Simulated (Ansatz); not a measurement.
C2H8ClNOSn (`C[O][Sn]([CH3])([NH2])[Cl]`) at its PBE0-D4/def2-TZVP geometry, where that method's forces vanish. Total charge 0; spin multiplicity 1. Sn: def2 effective core potential.

```xyz
14

C     0.7414    2.0987    0.7834
O     1.1793    0.8595    0.2804
Sn   -0.0419   -0.6537    0.1098
C    -1.5096   -0.4224   -1.3996
N     1.2380   -2.1692   -0.1694
Cl   -1.1756   -0.7811    2.1666
H     0.0238    2.5905    0.1126
H     0.2778    2.0075    1.7731
H     1.6129    2.7526    0.8761
H    -1.0140   -0.2725   -2.3581
H    -2.1325    0.4384   -1.1610
H    -2.1294   -1.3174   -1.4395
H     0.8514   -3.0802    0.0417
H     2.0783   -2.0508    0.3838
```

Question: What forces (eV/Å) does ωB97M-V/def2-TZVPP give on these atoms in Ansatz? (Best estimate.)

Answer: Ansatz gave: 
```
C1  -0.069  0.315  0.124
O2   0.036 -0.257 -0.082
Sn3 -0.034  0.013 -0.046
C4   0.029 -0.002  0.030
N5  -0.035  0.019  0.073
Cl6  0.038  0.008 -0.053
H7   0.056 -0.048  0.050
H8   0.036  0.000 -0.081
H9  -0.090 -0.046 -0.003
H10 -0.055 -0.011  0.070
H11  0.037 -0.066 -0.032
H12  0.040  0.076 -0.007
H13  0.035  0.020 -0.015
H14 -0.024 -0.021 -0.030
```
